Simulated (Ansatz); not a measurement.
Geometry optimisation, Ansatz, RKS BLYP/def2-SVP.

The input (input.yaml):

```yaml
crystal:
  periodic: [false, false, false]
  atoms:
    - { symbol: Si, position_ang: [-1.472, 0.6322, -0.553] }
    - { symbol: Si, position_ang: [0.2844, -0.6305, -0.4617] }
    - { symbol: Sb, position_ang: [-0.16345, -2.71405, -1.75536] }
    - { symbol: H, position_ang: [-2.4865, 0.0207, -1.3652] }
    - { symbol: H, position_ang: [-1.1597, 1.9499, -1.211] }
    - { symbol: H, position_ang: [-2.0217, 0.938, 0.7944] }
    - { symbol: H, position_ang: [1.43095, 0.05318, -1.05529] }
    - { symbol: H, position_ang: [0.57769, -1.01434, 0.94535] }
    - { symbol: H, position_ang: [-0.07878, -1.87991, -3.33361] }
    - { symbol: H, position_ang: [1.56864, -3.12942, -1.83129] }
basis:
  gaussian: { orbitals: def2-SVP }
hamiltonian:
  xc: blyp
relax:
  f_tol: 0.015
  max_steps: 40
```

Command:

```bash
$ ansatz run input.yaml --threads 2 --pin off --max-ram 3072MiB --backend cpu --events-out ev --progress --plain --runs-dir out
```

Question: Where does it end, and by what steps?

Answer: The forces met the threshold. The force dipped under the threshold on the way, but the program's further checks kept it going. After 24 steps the energy has fallen by 0.542 eV; H4 moved furthest, 1.09 Å.

```csv
step,energy less start (eV),largest force component (eV/Å),accepted
0,0.0000,2.360,yes
1,-0.4410,0.803,yes
2,-0.4958,0.236,yes
3,-0.5047,0.055,yes
4,-0.5065,0.020,yes
5,-0.5074,0.006,yes
6,-0.5077,0.014,yes
7,-0.5082,0.036,yes
8,-0.5089,0.105,yes
9,-0.5101,0.106,yes
10,-0.5139,0.149,yes
11,-0.5169,0.175,yes
12,-0.5192,0.217,yes
13,-0.5231,0.177,yes
14,-0.5333,0.046,yes
15,-0.5368,0.036,yes
16,-0.5353,0.201,no
17,-0.5376,0.117,yes
18,-0.5398,0.076,yes
19,-0.5405,0.041,yes
20,-0.5415,0.009,yes
21,-0.5419,0.016,yes
22,-0.5421,0.025,yes
23,-0.5422,0.023,yes
24,-0.5423,0.008,yes
```

```xyz
10
Properties=species:S:1:pos:R:3
Si -1.585 0.735 -0.534
Si 0.221 -0.791 -0.383
Sb 0.013 -2.734 -2.175
H -2.890 0.010 -0.357
H -1.593 1.400 -1.881
H -1.484 1.799 0.522
H 1.523 -0.051 -0.523
H 0.205 -1.433 0.978
H 0.360 -1.612 -3.463
H 1.710 -3.097 -2.010
```

Time of the run: 36 s on 2 threads of Arm Neoverse V2 (shared host), peak memory 0.14 GiB.
